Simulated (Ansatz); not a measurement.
The cluster K₅⁺. The state is a singlet with charge 1. Geometry PBE/def2-SVP; atoms count from 1.

```xyz
5

K     0.002    0.081    0.179
K     4.271    1.628    0.759
K     2.388    2.405   -2.918
K    -2.652   -3.574   -0.299
K    -4.010   -0.539    2.279
```

The restricted singlet is unstable towards broken spin symmetry in Hartree–Fock (as tested in another run); at PBE0/def2-TZVP this wasn't settled. The structure comes from a short search, and lower isomers may exist.

Q: Estimate the Mulliken populations from the PBE0/def2-TZVP orbitals of Ansatz.

A: 
| atom | charge (e) |
| --- | --- |
| K1 | 0.12 |
| K2 | 0.22 |
| K3 | 0.22 |
| K4 | 0.22 |
| K5 | 0.22 |
Mulliken values and Mayer orders depend strongly on the basis.

Q: And the Mayer bond orders between bonded heavy atoms (over 0.3)?

A: K1–K2 0.31 (4.58 Å); K1–K3 0.31 (4.55 Å); K1–K4 0.31 (4.54 Å); K1–K5 0.31 (4.57 Å); K2–K3 0.59 (4.20 Å); K4–K5 0.59 (4.21 Å).
